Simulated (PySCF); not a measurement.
**Peak assignment**

Geometry:
| atom | x (Å) | y (Å) | z (Å) |
| --- | --- | --- | --- |
| N1 | -2.412 | 0.515 | -0.512 |
| C2 | -1.626 | -0.584 | -0.512 |
| O3 | -1.995 | -1.694 | -0.803 |
| C4 | -0.252 | -0.297 | -0.120 |
| C5 | 0.904 | -0.174 | 0.191 |
| C6 | 2.271 | 0.031 | 0.568 |
| Cl7 | 2.659 | -0.942 | 2.014 |
| Cl8 | 2.544 | 1.758 | 0.944 |
| Cl9 | 3.353 | -0.447 | -0.769 |
| H10 | -2.062 | 1.421 | -0.258 |
| H11 | -3.381 | 0.416 | -0.767 |

PySCF 2.14.0 with density-fitted response routines calculation with GFN2-xTB structure and shieldings: GIAO PBE0/pcSseg-1; non-relativistic, single conformer, fast rotation and ring inversion assumed for equivalent nuclei, no solvent model.

References, each an isolated molecule treated in the same way: $^{13}$C, $^{1}$H against TMS.

Problem. Assign these signals to the numbered atoms. $^{13}$C{$^{1}$H} NMR (computed): δ 152.2 (C), 103.0 (C), 93.6 (C), 83.9 (C).

Solution. 
```tsv
δ (ppm)	atoms	environment	reason
152.2	C2	amide carbonyl carbon	lone-pair donation from the attached heteroatom keeps it upfield of a ketone carbonyl
103.0	C6	propargylic fully substituted sp3 carbon bonded to 3 Cl	3 electronegative neighbours deshield it
93.6	C4	alkyne carbon	the triple bond shields along its axis, which puts it between sp3 and sp2 carbons
83.9	C5	alkyne carbon	–
```

Problem. Assign these signals to the numbered atoms. $^{1}$H NMR (400 MHz, computed): δ 5.26 (br, 1H), 4.82 (br, 1H).

Solution. 
5.26 → H10, hydrogen on an amide-type nitrogen: labile proton, position sensitive to the medium
4.82 → H11, hydrogen on an amide-type nitrogen

Exchangeable OH/NH protons stand at their gas-phase positions; hydrogen bonding in a real sample shifts them, mostly to higher δ. Rotation about the amide-type C–N bond is slow at room temperature, so the two groups on nitrogen are listed apart. Carbons that carry Cl, above all several Cl atoms, come out too deshielded, partly because spin–orbit coupling is missing. Shifts are as computed. Against solution values, carbons near 30 ppm lie about +3 ppm off and those near 130 ppm about +5 ppm; carbons on Cl a further +6 ppm (rms about the fit 2.1 ppm; single classes can miss by 10 ppm). Of 1328 compounds with measured shifts, 309 miss one by over three times the rms of a fit or turn the order of signals round; such compounds aren't used in these exercises. Signals without a measured value on file couldn't be tested in this way; 1H shifts scatter by 0.2 ppm about their fit, and single ones miss by 0.5 ppm. The C=O carbon of an acid or of an amide with N–H lies up to 10 ppm further downfield in solution, through hydrogen bonding that the calculation lacks.
